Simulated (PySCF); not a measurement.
Excited states of Yb (ytterbium, neutral)

Ground state [Xe] 4f14 6s2, ¹S. All numbers are calculated (PySCF 2.14, the spin-free X2C one-electron Hamiltonian (Gaussian nucleus), in x2c-SVPall with two added diffuse shells each of s, p, d, f type (9s8p8d5f1g, 117 functions)). Vertical excitation energies in eV without spin-orbit coupling; excited terms of each kind are numbered among those the solver found. Frozen: [Xe].

```tsv
term	leading excitation	EOM-EE-CCSD	measured centre of gravity (NIST)
1 3P°	6s → p	2.145	2.339 (4f14(1S)6s6p)
1 1P°	6s → p	2.883	3.108 (4f14(1S)6s6p)
1 3D	6s → d	3.066	n/a
1 1D	6s → d	3.313	n/a
1 3S	6s → s	3.826	4.054 (4f14(1S)6s7s)
1 1S	6s → s	4.056	4.259 (4f14(1S)6s7s)
2 3P°	6s → p	4.629	n/a
2 3D	6s → d	4.752	n/a
2 1D	6s → d	4.776	n/a
2 1P°	6s → p	4.778	n/a
```

Only the lower part of the computed list is shown. Doubly excited terms such as np² are absent. The solver can miss terms. Rydberg members are limited by the diffuse functions of the basis.
